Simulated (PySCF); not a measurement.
H₄Si₂ (SMILES [SiH][SiH3]), singlet, at the geometry of the source list. Base run: B3LYP/STO-3G in PySCF.

Geometry (Å):
```xyz
6

Si    -0.5540    -0.0101    -0.0064
Si     1.5589     0.8681    -0.0995
H     -0.9397    -0.9940    -1.0320
H     -1.4861     1.1132    -0.2073
H     -0.9895    -0.6270     1.2575
H      2.4104    -0.3501     0.0877
```
Charge 0, spin multiplicity 1.
All else is at PySCF's defaults.
Base energy -574.58453 Eh.

Each row names what was changed in the base input (with any setting that the change needs).

| change | ΔE vs base (µEh) | SCF cycles |
|---|---|---|
| base | 0.0 | 7 |
| DIIS = ADIIS | 0.0 | 13 |
| diis_space = 2 | 0.0 | 8 |
| damp = 0.5; diis_start_cycle = 5 | 0.0 | 8 |
| diis_space = 20 | 0.0 | 7 |
| conv_tol = 1e-12 | 0.0 | 8 |
| level_shift = 0.3 (with mf.max_cycle = 100) | 0.0 | 12 |
| init_guess = sap | 0.0 | 7 |
| diis_space = 4 | 0.0 | 8 |
| init_guess = huckel | 0.0 | 8 |
| init_guess = 1e | 0.0 | 9 |
| level_shift = 0.5 (with mf.max_cycle = 100) | 0.0 | 17 |
| diis_space = 12 | 0.0 | 7 |
